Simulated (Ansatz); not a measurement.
Steps of a relaxation of C$_{2}$H$_{5}$BrIn, SMILES `C[CH2][In][Br]` radical with UKS PBE0-D4/def2-TZVP.

```sh
$ ansatz run in.yaml --threads 2 --pin off --events-out ev --progress --plain --max-ram 32768MiB --backend cuda --devices 0, --max-vram 18GiB
```

```yaml
crystal:
  periodic: [false, false, false]
  atoms:
    - {symbol: C, position_ang: [-0.558504, 0.750919, 0.152829]}
    - {symbol: C, position_ang: [0.408147, -0.202726, 0.820911]}
    - {symbol: In, position_ang: [1.167350, -1.811840, -0.694575]}
    - {symbol: Br, position_ang: [0.213491, -1.272147, -3.044205]}
    - {symbol: H, position_ang: [-1.459747, 0.237525, -0.238423]}
    - {symbol: H, position_ang: [-0.911535, 1.518655, 0.880970]}
    - {symbol: H, position_ang: [-0.099560, 1.294576, -0.697069]}
    - {symbol: H, position_ang: [1.354673, 0.257418, 1.168957]}
    - {symbol: H, position_ang: [-0.025614, -0.818680, 1.633604]}
basis:
  gaussian: {orbitals: def2-TZVP}
magnetization: {spin_polarized: true, initial_magnetization: 1}
hamiltonian: {xc: pbe0, dispersion: d4}
relax: {f_tol: 0.005, max_steps: 150}
```

Positions (Å) and forces (eV/Å) along the path, 16 of 26 steps:

```xyz
9
step=1 energy=-77367.0216 eV
C    -0.559    0.751    0.153   -0.232    0.231   -0.150
C     0.408   -0.203    0.821    0.200   -0.132    0.293
In    1.167   -1.812   -0.695   -0.240    0.297   -0.121
Br    0.213   -1.272   -3.044    0.123   -0.073    0.292
H    -1.460    0.238   -0.238    0.461    0.224    0.197
H    -0.912    1.519    0.881    0.191   -0.385   -0.330
H    -0.100    1.295   -0.697   -0.202   -0.293    0.421
H     1.355    0.257    1.169   -0.501   -0.209   -0.181
H    -0.026   -0.819    1.634    0.200    0.339   -0.419
9
step=4 energy=-77367.0682 eV
C    -0.554    0.743    0.151   -0.027    0.028   -0.013
C     0.411   -0.215    0.803    0.023   -0.033   -0.009
In    1.135   -1.764   -0.686   -0.008    0.011    0.006
Br    0.224   -1.271   -3.011    0.003   -0.003    0.002
H    -1.443    0.239   -0.231   -0.009   -0.006   -0.003
H    -0.892    1.495    0.875    0.003    0.000    0.005
H    -0.103    1.277   -0.687    0.005    0.005   -0.008
H     1.331    0.253    1.157    0.014    0.007    0.007
H    -0.022   -0.803    1.612   -0.005   -0.009    0.012
9
step=5 energy=-77367.0683 eV
C    -0.554    0.744    0.152   -0.015    0.016   -0.005
C     0.412   -0.216    0.802    0.013   -0.018   -0.005
In    1.134   -1.763   -0.686   -0.002    0.002   -0.002
Br    0.227   -1.275   -3.013    0.002   -0.001    0.003
H    -1.444    0.240   -0.230   -0.002   -0.003    0.000
H    -0.891    1.496    0.877    0.001    0.001    0.003
H    -0.104    1.278   -0.687    0.003    0.001   -0.002
H     1.332    0.252    1.156    0.003    0.004    0.004
H    -0.022   -0.804    1.612   -0.002   -0.001    0.005
9
step=6 energy=-77367.0683 eV
C    -0.556    0.745    0.152    0.001   -0.005   -0.007
C     0.412   -0.216    0.801    0.000    0.002    0.005
In    1.131   -1.765   -0.685   -0.001   -0.001   -0.003
Br    0.233   -1.275   -3.015    0.001    0.000    0.002
H    -1.447    0.240   -0.227   -0.001    0.003    0.001
H    -0.889    1.497    0.878    0.000    0.000    0.001
H    -0.106    1.278   -0.688   -0.002    0.001    0.001
H     1.332    0.252    1.154   -0.001   -0.002    0.000
H    -0.021   -0.803    1.613    0.002    0.000   -0.001
9
step=9 energy=-77367.0684 eV
C    -0.563    0.741    0.154   -0.003    0.013    0.022
C     0.410   -0.218    0.799   -0.003    0.004    0.000
In    1.100   -1.787   -0.678   -0.003    0.000   -0.001
Br    0.283   -1.245   -3.026    0.001    0.000    0.000
H    -1.469    0.240   -0.194    0.014   -0.001    0.002
H    -0.872    1.508    0.876    0.001   -0.008   -0.016
H    -0.128    1.255   -0.705   -0.002   -0.010    0.007
H     1.339    0.250    1.129   -0.006    0.000   -0.006
H    -0.011   -0.790    1.628    0.000    0.002   -0.008
9
step=11 energy=-77367.0684 eV
C    -0.569    0.737    0.157   -0.016    0.018    0.006
C     0.408   -0.219    0.798    0.003   -0.001    0.018
In    1.070   -1.810   -0.671   -0.009    0.010   -0.015
Br    0.327   -1.214   -3.033    0.006   -0.005    0.011
H    -1.486    0.237   -0.166    0.031    0.011    0.008
H    -0.859    1.518    0.872    0.006   -0.021   -0.026
H    -0.147    1.234   -0.720   -0.009   -0.016    0.022
H     1.347    0.248    1.105   -0.016   -0.007   -0.009
H    -0.002   -0.778    1.641    0.006    0.011   -0.015
9
step=13 energy=-77367.0687 eV
C    -0.576    0.732    0.162   -0.019    0.010   -0.032
C     0.406   -0.220    0.799    0.020   -0.010    0.020
In    1.028   -1.831   -0.667   -0.006    0.007   -0.010
Br    0.382   -1.182   -3.043    0.005   -0.003    0.014
H    -1.503    0.233   -0.133    0.016    0.014    0.010
H    -0.847    1.530    0.865    0.005   -0.012   -0.006
H    -0.168    1.207   -0.733   -0.009   -0.007    0.020
H     1.356    0.244    1.075   -0.022   -0.009   -0.003
H     0.011   -0.762    1.659    0.010    0.011   -0.014
9
step=15 energy=-77367.0689 eV
C    -0.586    0.729    0.166   -0.022    0.014   -0.033
C     0.404   -0.221    0.796    0.026   -0.010    0.026
In    0.984   -1.855   -0.662   -0.008    0.010   -0.020
Br    0.448   -1.151   -3.052    0.007   -0.006    0.024
H    -1.525    0.234   -0.093    0.025    0.017    0.011
H    -0.829    1.542    0.862    0.004   -0.014   -0.012
H    -0.196    1.183   -0.748   -0.013   -0.012    0.030
H     1.364    0.240    1.041   -0.030   -0.012   -0.006
H     0.025   -0.746    1.674    0.011    0.014   -0.021
9
step=16 energy=-77367.0692 eV
C    -0.590    0.727    0.167   -0.010    0.009   -0.006
C     0.403   -0.223    0.792    0.008   -0.005    0.015
In    0.967   -1.865   -0.660   -0.005    0.007   -0.006
Br    0.476   -1.138   -3.050    0.003   -0.003    0.003
H    -1.535    0.236   -0.076    0.012    0.006    0.005
H    -0.820    1.547    0.860    0.003   -0.010   -0.010
H    -0.210    1.173   -0.754   -0.005   -0.007    0.012
H     1.366    0.237    1.025   -0.010   -0.004   -0.004
H     0.032   -0.740    1.678    0.003    0.007   -0.008
9
step=17 energy=-77367.0692 eV
C    -0.606    0.722    0.178   -0.024    0.027    0.049
C     0.399   -0.226    0.789   -0.011    0.011   -0.014
In    0.890   -1.891   -0.664    0.001   -0.010   -0.023
Br    0.595   -1.106   -3.072    0.003   -0.002    0.044
H    -1.572    0.242   -0.003    0.045    0.016    0.005
H    -0.788    1.567    0.856   -0.002   -0.028   -0.047
H    -0.260    1.131   -0.774   -0.010   -0.004    0.015
H     1.375    0.229    0.971   -0.004   -0.001   -0.010
H     0.056   -0.715    1.701    0.002   -0.008   -0.021
9
step=18 energy=-77367.0696 eV
C    -0.608    0.722    0.177   -0.012    0.000    0.010
C     0.399   -0.227    0.783   -0.006    0.012    0.024
In    0.883   -1.905   -0.656   -0.007    0.019   -0.039
Br    0.604   -1.090   -3.056    0.006   -0.014    0.031
H    -1.575    0.242    0.002    0.032    0.015    0.004
H    -0.786    1.569    0.853    0.003   -0.022   -0.026
H    -0.267    1.129   -0.778   -0.009   -0.007    0.018
H     1.378    0.227    0.959   -0.012   -0.010   -0.009
H     0.060   -0.714    1.698    0.004    0.007   -0.012
9
step=19 energy=-77367.0696 eV rejected
C    -0.613    0.726    0.185    0.001   -0.016   -0.037
C     0.396   -0.225    0.782    0.026   -0.019   -0.017
In    0.867   -1.910   -0.662   -0.008    0.012    0.027
Br    0.633   -1.101   -3.062   -0.002    0.009   -0.014
H    -1.577    0.245    0.010   -0.021    0.012    0.022
H    -0.787    1.571    0.862   -0.014   -0.006   -0.001
H    -0.278    1.134   -0.771    0.015    0.003    0.002
H     1.380    0.224    0.940   -0.003   -0.003    0.014
H     0.067   -0.711    1.699    0.005    0.007    0.004
9
step=23 energy=-77367.0701 eV
C    -0.623    0.719    0.188   -0.005    0.002   -0.013
C     0.395   -0.228    0.777    0.013   -0.005    0.002
In    0.808   -1.929   -0.662   -0.002    0.006   -0.007
Br    0.716   -1.062   -3.055    0.001   -0.003    0.010
H    -1.602    0.249    0.064    0.006    0.005    0.006
H    -0.764    1.585    0.848   -0.002   -0.003   -0.003
H    -0.315    1.098   -0.788   -0.001   -0.001    0.010
H     1.386    0.215    0.898   -0.013   -0.005    0.001
H     0.088   -0.693    1.713    0.003    0.003   -0.005
9
step=24 energy=-77367.0701 eV
C    -0.626    0.719    0.190   -0.003    0.002   -0.001
C     0.394   -0.229    0.775    0.001   -0.002    0.000
In    0.798   -1.931   -0.663    0.000    0.001    0.000
Br    0.732   -1.058   -3.054    0.000    0.000    0.001
H    -1.606    0.250    0.075    0.002    0.000    0.000
H    -0.760    1.587    0.847    0.001    0.000    0.000
H    -0.323    1.093   -0.790   -0.001    0.000    0.001
H     1.387    0.214    0.890    0.001    0.000    0.000
H     0.092   -0.691    1.714   -0.001    0.000    0.000
9
step=25 energy=-77367.0701 eV
C    -0.627    0.719    0.191   -0.001    0.000   -0.003
C     0.394   -0.229    0.773    0.002   -0.001    0.002
In    0.792   -1.934   -0.663   -0.001    0.002    0.000
Br    0.742   -1.055   -3.052    0.000   -0.001   -0.002
H    -1.608    0.251    0.081   -0.001    0.000    0.000
H    -0.758    1.588    0.846    0.000    0.000    0.001
H    -0.328    1.091   -0.791    0.001    0.000    0.000
H     1.387    0.212    0.884   -0.001    0.000    0.000
H     0.094   -0.690    1.714    0.000    0.001    0.001
9
step=26 energy=-77367.0701 eV
C    -0.628    0.719    0.192    0.001    0.002    0.001
C     0.394   -0.229    0.773    0.003   -0.001   -0.003
In    0.786   -1.934   -0.664    0.001   -0.004    0.003
Br    0.752   -1.054   -3.053    0.000    0.002   -0.001
H    -1.610    0.252    0.086   -0.003   -0.001    0.000
H    -0.756    1.590    0.846   -0.001    0.001    0.001
H    -0.332    1.088   -0.792    0.001    0.000   -0.001
H     1.388    0.211    0.880   -0.002    0.000    0.001
H     0.096   -0.688    1.715    0.000    0.000   -0.001
```

Hardware: 2 threads of an AMD EPYC 7R13 on a shared host and a share of an NVIDIA H100 80 GB. Wall time 53 s, peak host memory 0.93 GiB.
